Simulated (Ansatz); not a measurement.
Basis sets compared for the cluster Si4. Charge 0, multiplicity 1. Geometry r2SCAN-D4/def2-TZVP. Ansatz on 2 threads of Arm Neoverse V1 on a shared host; times are rough, and most runs start from earlier orbitals.

```xyz
4

Si    1.107   -0.602    1.528
Si   -1.107    0.605   -1.527
Si   -0.985   -0.126    0.664
Si    0.985    0.122   -0.666
```

The structure comes from a short search, and lower isomers may exist.

Binding counts from free atoms (Si triplet) in the same basis, without a counterpoise term.

```tsv
level	functions	energy (Eh)	HOMO (eV)	LUMO (eV)	binding per atom (eV)	wall time
PBE-D4/def2-SVP	72	-1156.9611	-5.57	-4.46	3.16	0.91 s
PBE-D4/def2-TZVP (with forces)	148	-1157.3614	-5.48	-4.39	3.20	2.2 s
r2SCAN-D4/def2-TZVP	148	-1157.8163	-5.66	-4.41	3.07	4.4 s
PBE0-D4/def2-SVP	72	-1157.0502	-6.50	-3.83	3.01	1 s
PBE0-D4/def2-TZVP (with forces)	148	-1157.4479	-6.39	-3.73	3.06	3.4 s
```

Estimate the rows for PBE-D4/def2-TZVPD, r2SCAN-D4/def2-TZVPD, PBE0-D4/def2-TZVPD.


```csv
level,functions,energy (Eh),HOMO (eV),LUMO (eV),binding per atom (eV),wall time
PBE-D4/def2-TZVPD,172,-1157.3625,-5.51,-4.41,3.20,2.9 s
r2SCAN-D4/def2-TZVPD,172,-1157.8172,-5.68,-4.42,3.08,5.5 s
PBE0-D4/def2-TZVPD,172,-1157.4489,-6.41,-3.74,3.07,3.5 s
```
